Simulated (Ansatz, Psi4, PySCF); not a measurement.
CH₆ClFSi₂ (SMILES F[SiH2]C[SiH2]Cl), singlet, geometry from GFN2-xTB, atoms displaced at random by about 0.03 Å a coordinate. Base run: PBE0/6-31G, gradient run with PySCF.

Here is a job for PySCF.
```python
from pyscf import gto, scf, dft

mol = gto.Mole()
mol.atom = '''
    Si    1.523544    0.520734    0.293855
    F     3.090272   -0.130089    0.537287
    C     0.552478   -0.841492   -0.449786
    Si   -1.240394   -0.331660   -0.961888
    Cl   -2.208203    0.310885    0.656811
    H     1.205255    0.949681    1.540246
    H     1.832837    1.561540   -0.690485
    H     1.042262   -1.292380   -1.297785
    H     0.467337   -1.643398    0.274624
    H    -1.223009    0.746580   -1.963839
    H    -1.935554   -1.540731   -1.439498
'''
mol.basis = '6-31g'
mol.charge = 0
mol.spin = 0
mol.verbose = 4
mol.build()

mf = dft.RKS(mol)
mf.xc = 'pbe0'
mf.kernel()
g = mf.nuc_grad_method()
grad = g.kernel()
```

Programs used: Ansatz (a first-principles code), Psi4, PySCF; a row that names a program was run with it.

The coordinate followed is x of atom 3.

The base run was repeated with changes; each row names its change, and settings that it needs were set with it.

```
change                                                  dE/dx (Eh/bohr)  net force (Eh/bohr)
------------------------------------------------------  ---------------  -------------------
base                                                           0.033205             0.000044
grids.level = 0; grid_response = off                           0.032306             0.008643
code = ansatz                                                  0.033191             0.000000
conv_tol = 1e-6                                                0.033201             0.000044
finite difference step (bohr) = 0.01; conv_tol = 1e-11         0.033180                    -
finite difference step (bohr) = 1e-5; conv_tol = 1e-11         0.033186                    -
finite difference step (bohr) = 1e-4; conv_tol = 1e-11         0.033186                    -
finite difference step (bohr) = 1e-3; conv_tol = 1e-11         0.033186                    -
density fitting = on                                           0.033203             0.000044
code = psi4                                                    0.033194             0.000155
grids.level = 5; grid_response = on                            0.033191             0.000000
conv_tol = 1e-4                                                0.033202             0.000044
```

The net force is zero for an exact gradient.
